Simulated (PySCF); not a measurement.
**Electron correlation in Si (silicon, neutral)**

[Ne] 3s2 3p1 3d1, one real determinant (an excited configuration). All numbers are calculated (PySCF 2.14, the spin-free X2C one-electron Hamiltonian (Gaussian nucleus), in aug-cc-pCVQZ-DK). Frozen: 1s2; 12 electrons correlated.

MP2 pair energies summed by pair of shells (mhartree):

```csv
pair,energy,share (%)
2p-2p,-204.81,55.0
2s-2p,-68.13,18.3
3s-3s,-24.00,6.4
2p-3s,-22.42,6.0
3s-3p,-19.87,5.3
2s-2s,-10.49,2.8
3s-3d,-9.48,2.5
2p-3p,-6.42,1.7
3p-3d,-2.67,0.7
2s-3s,-2.67,0.7
2s-3p,-0.98,0.3
2p-3d,-0.42,0.1
2s-3d,-0.04,0.0
```

Total MP2 correlation energy: -372.42 mhartree.

Same-spin part -91.17 and opposite-spin part -281.24 mhartree; SCS-MP2 scales them by 1/3 and 6/5 to -367.88 mhartree.

The reference is one real determinant that mixes LS terms of this configuration.
